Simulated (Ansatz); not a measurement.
Consider the ligand exchange at a Ge–Se bond: `[Cl][Ge]([Cl])([Cl])[SeH]` + H–F → `[F][Ge]([Cl])([Cl])[Cl]` + H₂Se.

Gas-phase electronic energies from Ansatz, PBE0-D4/def2-TZVP geometries. CCSD(T)/CBS is the MP2 limit (def2-TZVPP, def2-QZVPP) plus CCSD(T) − MP2 in def2-TZVPP, frozen cores. This one scheme is used for every species. Functionals use def2-TZVPP. For Ge, Se outer-core shells are correlated without core-valence functions, which leaves a few kJ/mol of doubt a bond. Scalar relativity is left out up to krypton. One conformer a species, not always the lowest.

`[Cl][Ge]([Cl])([Cl])[SeH]`:

```xyz
6

Cl    0.993    1.935    0.474
Ge    0.363    0.043   -0.279
Cl    0.747   -0.023   -2.370
Cl    1.570   -1.425    0.685
Se   -1.912   -0.328    0.016
H    -1.762   -0.202    1.474
```

H–F:

Z-matrix (Å, degrees):
```
F
H 1 0.920
```

`[F][Ge]([Cl])([Cl])[Cl]`:

Z-matrix (Å, degrees):
```
Ge
F 1 1.711
Cl 1 2.106 2 107.7
Cl 1 2.106 2 107.7 3 120.0
Cl 1 2.106 2 107.7 3 -120.0
```

H₂Se:

```xyz
3

Se   -0.372    0.555    0.148
H    -0.553   -0.593   -0.747
H     0.925    0.038    0.599
```

Question: Is it downhill or uphill in electronic energy at CCSD(T)/CBS, and by how much? (An estimate is asked.)

Answer: Computed: Uphill: ΔE = +0.11 eV.

Question: What do these levels give: B97M-V, r2SCAN0, BHLYP, CAM-B3LYP, RPA@PBE/def2-TZVPP, MP2/def2-TZVPP? (An estimate is asked.)

Answer: Ansatz gave: B97M-V -0.13, r2SCAN0 0.01, BHLYP -0.09, CAM-B3LYP -0.13, RPA@PBE/def2-TZVPP -0.02, MP2/def2-TZVPP 0.13 eV.

Largest T1 diagnostic among the species: 0.010.

Leaving LDA and LC-ωPBE aside and taking each functional with its dispersion term where it has one, the values, not all of them listed here, spread over 0.26 eV, from B97M-V to revPBE-D4. LDA lies +0.03 eV from PBE without D4. From r2SCAN to r2SCAN0 (25 % exact exchange), in def2-TZVPP and without D4, ΔE moves by +0.04 eV. At CCSD(T), def2-SVP lies −0.30 eV from the extrapolated value and def2-TZVPP −0.09 eV.
